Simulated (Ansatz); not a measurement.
Computed with Ansatz on PBE0-D4/def2-TZVP structures; ΔE is electronic, products minus reactants. CCSD(T)/CBS is the MP2 limit (def2-TZVPP, def2-QZVPP) plus CCSD(T) − MP2 in def2-TZVPP, frozen cores. This one scheme is used for every species. DFT in def2-TZVPP. Each species was taken in one conformer, which may not be the lowest.

`BNC(C)F` + HCl → `BCl` + `CC(N)F`  (ligand exchange at a B–N bond)

```csv
level,ΔE (kJ/mol)
LDA (SPW92),54.4
BLYP-D4,45.3
B97M-V,40.9
BHLYP-D4,44.5
r2SCANh,40.9
LC-ωPBE,43.2
HF/def2-SVP,35.7
MP2/def2-QZVPP,43.1
```

Task: What does CCSD(T)/CBS give? (Estimate.)

Result: The calculation gave: +44.3 kJ/mol. The listed levels differ from it by 10.1, 1.0, -3.4, 0.2, -3.4, -1.1, -8.6, -1.2 kJ/mol.

Largest T1 diagnostic among the species: 0.012.

In def2-TZVPP, CCSD(T) changes the Hartree–Fock value by +9.7 kJ/mol (the triples alone add +0.5 kJ/mol) and MP2 by +7.8 kJ/mol. The D4 term adds +3.3 kJ/mol with B3LYP and +2.0 kJ/mol with PBE0; it sums over pairs of atoms, weighted by their polarisabilities, and B3LYP, whose exchange is more repulsive, gets the larger term. Leaving LDA and LC-ωPBE aside and taking each functional with its dispersion term where it has one, the values, not all of them listed here, spread over 7.4 kJ/mol, from B97M-V to CAM-B3LYP-D4. LDA lies +13.3 kJ/mol from PBE without D4.

B3LYP here is the variant with VWN-RPA as its local correlation; programs differ in this.
